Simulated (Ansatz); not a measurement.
CH9GaSi2 (`[SiH3]C[SiH2][GaH2]`), 13 atoms. Charge 0, multiplicity 1. Correlated methods include outer-core shells of Ga, which these sets cover unevenly. Scalar relativity is left out up to krypton. All runs use 4 threads of an Arm Neoverse V1 on a shared host. Correlated methods freeze the cores.

**Question.** Give the basis size and wall time and peak host memory of each of these runs in Ansatz. RKS PBE0-D4/def2-QZVPP energy; RHF-CCSD(T)/def2-TZVPP energy; RKS PBE0-D4/def2-TZVP frequencies; RKS r2SCAN0-D4/def2-TZVPP energy; RKS PBE0-D4/def2-TZVP relaxation (25 steps); RHF-MP2/def2-QZVPP energy; RKS ωB97M-V/def2-QZVPP energy; RKS ωB97X-V/def2-TZVPP energy; RKS ωB97M-V/def2-SVP energy; RHF-CCSD(T)/def2-SVP energy; RKS B2PLYP (frozen core)/def2-TZVPP energy; RKS B3LYP-D4/def2-TZVPP energy and forces. (An estimate is asked.)

**Answer.** The calculation gave: Other jobs shared the machine, so times are rough.

```
                              level                    job  functions  wall time  peak host memory (GiB)
          RKS r2SCAN0-D4/def2-TZVPP                 energy        289        8 s                       1
               RKS ωB97M-V/def2-SVP                 energy        127        8 s                    0.47
RKS B2PLYP (frozen core)/def2-TZVPP                 energy        289        9 s                     0.9
            RKS B3LYP-D4/def2-TZVPP      energy and forces        289        9 s                     1.1
               RHF-CCSD(T)/def2-SVP                 energy        127        9 s                    0.69
             RKS ωB97X-V/def2-TZVPP                 energy        289       14 s                     1.2
             RKS PBE0-D4/def2-QZVPP                 energy        556       19 s                     2.6
             RKS ωB97M-V/def2-QZVPP                 energy        556       42 s                     3.1
                 RHF-MP2/def2-QZVPP                 energy        556       49 s                     4.5
              RKS PBE0-D4/def2-TZVP  relaxation (25 steps)        207      120 s                    0.68
              RKS PBE0-D4/def2-TZVP            frequencies        207    4.1 min                    0.68
             RHF-CCSD(T)/def2-TZVPP                 energy        289      5 min                     8.2
```

B3LYP here is the variant with VWN-RPA as its local correlation; programs differ in this.
